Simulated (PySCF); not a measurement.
A calculated (LDA, PySCF 2.14, aug-cc-pV5Z, the non-relativistic Hamiltonian (point nucleus)) atom or ion has these occupied shells.

```
shell  electrons  orbital energy (eV)  rms radius, mean of both spins (bohr)
 1s α          1              -419.53                                  0.268
 1s β          1              -418.84                                  0.268
 2s β          1              -47.297                                   1.30
 2p α          2              -38.176                                   1.26
```

Problem. Name the element and its charge.

Solution. N²⁺ (nitrogen, charge +2), in [He] 2s1 2p2, 2s spin antiparallel (an excited configuration).
